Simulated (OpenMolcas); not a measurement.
# Br II: from CASSCF to CASPT2

```json
{"Program": "OpenMolcas", "Basis": "ANO-RCC [9s8p6d4f2g]", "Scalar Hamiltonian": "DKH2, point nucleus", "Active space": "6 electrons in 8 orbitals (4s 4p 5s 5p)", "State averaging": "2S+1 = 3 even, 3 roots; 2S+1 = 1 even, 6 roots; 2S+1 = 3 odd, 1 root; 2S+1 = 1 odd, 5 roots", "Spin-orbit coupling": "RASSI with atomic mean-field integrals over the reference wave functions, term energies averaged over their components"}
```

Methods on the same reference wave functions:
A. CASSCF
B. SS-CASPT2, IPEA 0.25 Eh, imaginary shift 0.1 Eh (closed shells correlated: 3d)

Energies in cm-1 above 4s2 4p4 3P2, the measured ground level; measured values from NIST Handbook of Basic Atomic Spectroscopic Data.

```json
{"Level": "4s2 4p4 3P2", "A": "0.0", "B": "0.0", "Measured": "0.0"}
{"Level": "4s2 4p4 3P1", "A": "2783", "B": "2820", "Measured": "3136"}
{"Level": "4s2 4p4 3P0", "A": "3448", "B": "3540", "Measured": "3837"}
{"Level": "4s2 4p4 1D2", "A": "14249", "B": "12380", "Measured": "12089"}
{"Level": "4s2 4p4 1S0", "A": "26038", "B": "28290", "Measured": "27867"}
```

Deviations, from unrounded energies. A percentage is the sum of absolute deviations over the sum of measured energies, with the sign that they share, or ± where signs differ.

| Against measurement | Levels | A | B |
| --- | --- | --- | --- |
| mean absolute deviation (cm-1) | 4 | 1200 | 330 |
| fine structure of the ground term (%) | 2 | -10.6 | -8.8 |
| other terms of the ground configuration (%) | 2 | ±10.0 | +1.8 |

B lies closest to measurement on these levels. The largest miss of B in the table is 4s2 4p4 1S0, by +420 cm-1. The ranking rests on the paired levels alone, and a cruder setting can come out closer through cancelling errors.

From A to B the spin-free energies of the other terms of 4s2 4p4 shown, above 3P, scale by factors of 0.84 to 1.09.

The lowest spin-free term lies below A's lowest term by 0.352 hartree in B.

CASPT2 does not keep the components of a term degenerate, so their means are used; among the terms shown or strongly mixed into the levels shown the widest spread is 69 cm-1 (4s2 4p4 1D, B). The run also gave levels led by 4s2 4p3 5s, which use shells meant for correlation; these and all levels above them are left out. Without dynamic correlation excited terms often stand tens of per cent too high (terms of higher spin than the ground term too low), and those without a measured partner can miss by more than the paired ones (holds for A). Measured partners are found by configuration, term and J. A level has none where our copy of the source lacks it or the pairing is in doubt (some pairs that miss far off the trend of their configuration count as doubtful), and it then counts in no deviation. Levels of configurations outside the active space are missing. The table leaves out levels that lie high or whose names do not pair safely across all columns.
